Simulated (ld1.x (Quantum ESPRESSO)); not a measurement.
# What one change does to a pseudopotential (rhenium (Re), ultrasoft)

* Element: Re (Z = 75)
* Generator: ld1.x (Quantum ESPRESSO) 7.5
* Type: ultrasoft
* Functional: PBE
* Relativity: scalar-relativistic
* Frozen core: [Xe] 4f14
* Valence charge: 7
* Reference configuration: 5d5 6s1 6p0 (charge +1)
* Partial waves: 6s (bound): rcut 2.05, rcutus 2.45 bohr; 6s channel at 0.1 Ry: rcut 2.05, rcutus 2.45 bohr; 6p (bound, empty): rcut 2.25, rcutus 2.90 bohr; 6p channel at 0.05 Ry: rcut 2.25, rcutus 2.90 bohr; 5d (bound): rcut 2.20, rcutus 2.40 bohr; 5d channel at -0.15 Ry: rcut 2.20, rcutus 2.40 bohr
* Local potential: all-electron potential smoothed inside 2.35 bohr (lloc = -1)
* Core correction: Bessel-smoothed model core inside 2.20 bohr
* Augmentation charge: PSQ, inside the norm-conserving radii

Change: functional PBEsol.

Cutoffs: the cutoffs (Ry, on a coarse ladder) from which the occupation-weighted sum of valence levels, in a spherical-Bessel basis at the reference potential, stays within 10 and 1 mRy of its value at 400 Ry; they do not see the model core or the augmentation charge, which bear on the density cutoff. Errors are all-electron minus pseudo energies relative to the spin-unpolarised reference configuration.

**Question.** Predict the effect on cutoff, ghosts and configuration errors.

**Answer.** The potential gets neither clearly harder nor softer (18 Ry and 30 Ry → 18 Ry and 30 Ry); of the 7 tests that both files solve, the error grows in 2 and shrinks in 1 by more than 15 % and 0.3 meV (median size 7.7 → 10.8 meV); neither file shows a bound ghost.

| quantity | base | changed |
| --- | --- | --- |
| cutoff, loose | 18 Ry | 18 Ry |
| cutoff, tight | 30 Ry | 30 Ry |
| bound ghosts | none | none |
| error for 5d5 6s2 6p0, meV [ΔE -9.25 → -9.29 eV] | +2.6 | +1.5 |
| error for 5d5 6s0 6p0, meV [ΔE 16.32 → 16.34 eV] | -7.7 | -11 |
| error for 5d4 6s0 6p0, meV [ΔE 43.45 → 43.50 eV] | -214 | -224 |
| error for 5d5 6s1 6p1, meV [ΔE -4.46 → -4.45 eV] | +1.9 | +1.9 |
| error for 5d4 6s2 6p1, meV [ΔE -4.19 eV] | -61 | -59 |
| error for 5d5 6s0 6p1, meV [ΔE 5.81 → 5.87 eV] | -1.9 | -3.5 |
| error for 5d6 6s1 6p0, meV [ΔE -8.30 → -8.34 eV] | -34 | -34 |
| s: phases at 3.16 bohr within 0.05 rad from the reference energy up to (Ry; the scan ends near 5) | n/a | 1.0 |
| p: phases at 3.16 bohr within 0.05 rad from the reference energy up to (Ry; the scan ends near 5) | 1.4 | 1.4 |
| d: phases at 3.16 bohr within 0.05 rad from the reference energy up to (Ry; the scan ends near 5) | to the end of the scan | to the end of the scan |
| lowest overlap eigenvalue by channel | s 0.44, p 0.54, d 0.77 | s 0.44, p 0.53, d 0.77 |
